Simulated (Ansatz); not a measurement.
Program: Ansatz. Geometries: PBE0-D4/def2-TZVP. ΔE: electronic, gas phase. CCSD(T)/CBS adds triple-zeta CCSD(T) − MP2 to the extrapolated MP2 energy (def2 sets, frozen cores). DFT in def2-TZVPP. B3LYP here is the variant with VWN-RPA as its local correlation; programs differ in this. One conformer a species, not always the lowest.

Reaction (redistribution): `N[SiH2]O[Si](N)(F)F` + `NC(F)[SiH2]O` → `N[SiH2]O[SiH](N)F` + `N[C@@H](F)[Si@@H](O)F`

```
             level  ΔE (kcal/mol)
          B3LYP-D4           -0.5
           ωB97X-V           -0.6
     HF/def2-TZVPP            0.9
CCSD(T)/def2-TZVPP           -0.2
```

Problem. What does CCSD(T)/CBS give? (Best estimate.)

Solution. Computed: -0.2 kcal/mol. The listed levels differ from it by -0.3, -0.4, 1.1, 0.0 kcal/mol.

Largest T1 diagnostic among the species: 0.012.

In def2-TZVPP, CCSD(T) changes the Hartree–Fock value by −1.1 kcal/mol (the triples alone add −0.2 kcal/mol) and MP2 by −1.6 kcal/mol. From PBE to PBE0 (25 % exact exchange), in def2-TZVPP and without D4, ΔE moves by +0.7 kcal/mol.
